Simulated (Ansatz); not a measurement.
Job for Ansatz (a first-principles code): R-PBE/def2-TZVPPD on H2Se (SMILES [SeH2]) with ghost functions, monomers drawn apart or pushed together. Files ending in .json are basis or fitting sets from the Basis Set Exchange.

Ansatz 0.2 input:
```yaml
crystal:
  periodic: [false, false, false]
  atoms:
    - {symbol: Se, position_ang: [0.52724146, 0.41191003, 6.47351975]}
    - {symbol: H, position_ang: [0.74429490, 0.18205159, 7.91227558]}
    - {symbol: H, position_ang: [0.73773742, -1.00735666, 6.16496101]}
basis:
  gaussian:
    orbitals: def2-TZVPPD.json
    ghost_atoms:
      - {symbol: S, position_ang: [-0.23344105, -0.23086733, -0.08260392]}
      - {symbol: H, position_ang: [0.58208655, 0.81659205, 0.11794158]}
      - {symbol: H, position_ang: [-1.30168883, 0.43315143, 0.38675016]}
hamiltonian:
  xc: {name: PBE}
scf: {lower_state_search: off}
```

The head of its log:

```
WARN ansatz: RAYON_NUM_THREADS=1 ignored (pool sized by the plan → 1); use --threads N
Functional definition: PBE
these checks for a lower state are left out or cut short: stability, starts, cluster_reference, orbital_swaps, neighbouring_geometries, increment
integrals: 0.07 GiB planned
960 factors; their error is unknown
mean field: 0.49 GiB planned
mean field evaluation 1: about -65371.7847 eV, gradient 1.4e1 eV
mean field evaluation 2: about -65372.0045 eV, gradient 8.6e0 eV
```

### Question
Predict the final total energy.

### Answer
-2402.3848 hartree.
